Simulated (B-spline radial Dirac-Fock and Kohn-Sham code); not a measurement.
Kohn-Sham estimates against Dirac-Fock for the levels of As⁶⁺

System: As⁶⁺, 1s2 2s2 2p6 3s2 3p6 3d9.

The density-functional columns are spherical, spin-unpolarised Dirac-Kohn-Sham results without Breit or QED terms: −ε is minus the orbital energy of the initial state and ΔSCF the difference of two total energies. The reference in the last column comes from multi-electron Dirac-Fock with separately optimised hole states, Breit and Lamb-shift corrections added in first order. All numbers are from a radial atomic solver, in eV; a selection of levels is shown. The Kohn-Sham columns are given as differences from the reference. For the 1s level of heavy atoms much of the gap between ΔSCF and the reference is the Breit and QED part, -24.8 eV here; for other levels the error of the functional can be larger.

```tsv
level	PBE −ε − DF	PBE ΔSCF − DF	LDA −ε − DF	LDA ΔSCF − DF	Dirac-Fock
K	-166.1	+44.0	-186.7	+22.7	11983.6
L1	-64.7	-27.1	-67.0	-29.3	1652.0
L2	-47.2	-1.9	-47.8	-2.5	1476.2
L3	-47.9	-3.7	-48.5	-4.2	1440.3
M1	-30.5	-14.4	-31.2	-15.1	317.8
M2	-23.5	-7.6	-23.7	-7.7	257.4
M3	-23.5	-7.7	-23.7	-7.9	252.2
M4,5	-13.4	+2.1	-13.1	+2.4	149.8
```

Values without a named source are computed, but for edge energies of neutral atoms, which are taken from tables.
